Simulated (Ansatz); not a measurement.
PBE exchange is replaced step by step with exact exchange (0 % is PBE, 25 % PBE0; no dispersion term), basis def2-TZVP, Ansatz. System: n-GeSiSiH8 (Si₂GeH₈). The state is a singlet with charge 0. Geometry: r2SCAN-D4/def2-SVP.

Geometry of the singlet:

| atom | x (Å) | y (Å) | z (Å) |
| --- | --- | --- | --- |
| Ge1 | -1.3453 | -1.4273 | 0.1866 |
| Si2 | -0.4890 | 0.7885 | 0.3580 |
| Si3 | 1.7132 | 0.8669 | -0.4454 |
| H4 | -0.5328 | -2.3802 | 1.0794 |
| H5 | -1.2440 | -1.9273 | -1.2646 |
| H6 | -2.8189 | -1.4921 | 0.6196 |
| H7 | -1.3510 | 1.7137 | -0.4439 |
| H8 | -0.5259 | 1.2364 | 1.7861 |
| H9 | 2.2748 | 2.2503 | -0.3543 |
| H10 | 1.7420 | 0.4285 | -1.8753 |
| H11 | 2.5769 | -0.0574 | 0.3538 |

| exact exchange (%) | HOMO (eV) | LUMO (eV) | gap (eV) |
| --- | --- | --- | --- |
| 0 | -6.93 | -1.01 | 5.92 |
| 5 | -7.14 | -0.85 | 6.29 |
| 10 | -7.34 | -0.68 | 6.66 |
| 15 | -7.55 | -0.52 | 7.03 |
| 25 | -7.98 | -0.20 | 7.78 |
| 35 | -8.41 | 0.12 | 8.53 |

(1) Fit a straight line to the column «gap (eV)» against the share of exact exchange and predict its value at 50 %.

Answers

(1) With x = exact exchange (%) and y = gap (eV): mean x = 15, mean y = 7.035; Σ(x − x̄)(y − ȳ) = 63.4, Σ(x − x̄)² = 850; slope b = 0.07459, intercept a = ȳ − b·x̄ = 5.916. The residuals of the fitted rows reach 0.00. At x = 50 the line gives 5.916 + (0.07459 × 50) = 9.65; the run gave 9.66, 0.01 more than the line.
